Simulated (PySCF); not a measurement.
SiClF₂I, SMILES F[Si](Cl)(F)I. Coordinates come from a B3LYP-D3(BJ)/def2-SVP optimisation. The def2 effective core potentials stand for the cores of I; spin–orbit coupling is left out.

Computed equilibrium geometry at B3LYP-D3(BJ)/def2-SVP (PySCF confirms it by a frequency run) as bond lengths and angles, and its point group:
point group Cs.
Atoms: F1 Si2 F3 Cl4 I5. Bond lengths (Å): F1–Si2 1.605, Si2–F3 1.605, Si2–Cl4 2.036, Si2–I5 2.416. Angles (°): F1–Si2–F3 107.1, F1–Si2–Cl4 108.8, F1–Si2–I5 109.6, F3–Si2–Cl4 108.8, F3–Si2–I5 109.6, Cl4–Si2–I5 112.7.
